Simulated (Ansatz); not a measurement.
`F[CH]([AlH2])[SiH3]` + H₂ → `F[CH2][AlH2]` + SiH₄  (hydrogenolysis of a C–Si bond)

Computed with Ansatz on PBE0-D4/def2-TZVP structures; ΔE is electronic, products minus reactants. CBS: MP2 limit from def2 TZ/QZ plus the TZ coupled-cluster correction, frozen cores. This one scheme is used for every species.

```json
{"species": "`F[CH]([AlH2])[SiH3]`", "CCSD/def2-TZVPP energy (Eh)": "-672.36436"}
{"species": "H₂", "CCSD/def2-TZVPP energy (Eh)": "-1.17233"}
{"species": "`F[CH2][AlH2]`", "CCSD/def2-TZVPP energy (Eh)": "-382.11879"}
{"species": "SiH₄", "CCSD/def2-TZVPP energy (Eh)": "-291.43180"}
```

Work out ΔE.

ΔE = (-382.11879) + (-291.43180) − (-672.36436) − (-1.17233) = -0.01390 Eh = -36.5 kJ/mol. CCSD(T)/CBS gives -27.2 kJ/mol.

Largest T1 diagnostic among the species: 0.012.

From r2SCAN to r2SCAN0 (25 % exact exchange), in def2-TZVPP and without D4, ΔE moves by −5.1 kJ/mol. In def2-TZVPP, CCSD(T) changes the Hartree–Fock value by +26.8 kJ/mol (the triples alone add +5.5 kJ/mol) and MP2 by +31.2 kJ/mol.
